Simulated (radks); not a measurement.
Fractional charge and spin in the 5s shell of terbium: the spin-up occupation runs from 0 to 1 and the spin-down occupation from 0 to 1; the fullest corner is Tb2+, [Kr] 4d10 4f(up 4.5, down 4.5) 5p6 5s(up 1, down 1). All-electron calculation, scalar-relativistic Kohn-Sham, r2SCAN, spin-polarised, spherical densities, finite nucleus; meta-GGA in the generalised Kohn-Sham scheme; Fermi nuclear charge, rms radius of each element as measured or else 0.836 A^(1/3) + 0.57 fm. Program: a radial shooting solver on a logarithmic mesh with Libxc functionals. Energy (eV) above the fullest corner. The planes named below are the two flat planes that join the four corners, with an edge along up + down = one added electron.

down \ up        0     0.25      0.5    0.75       1
0          153.978  131.465  109.838  89.093  69.226
0.25       131.465  109.960   89.330  69.569  50.673
0.5        109.838   89.330   69.684  50.895  32.957
0.75        89.093   69.569   50.895  33.064  16.069
1           69.226   50.673   32.957  16.069   0.000

Corners above the fullest one (they belong to Tb3+ and the next ion): (up 1, down 0) 69.226 eV, (up 0, down 1) 69.226 eV, (up 0, down 0) 153.98 eV. With half an added electron in each spin the energy lies 0.458 eV from the planes, and with half an added electron in spin up alone -1.764 eV. The planes are only a guide here: the flat-plane condition holds for ground states with one frontier orbital, while this shell lies below other occupied shells, so the corners above the fullest one are inner-hole states and not the ground states of those ions.
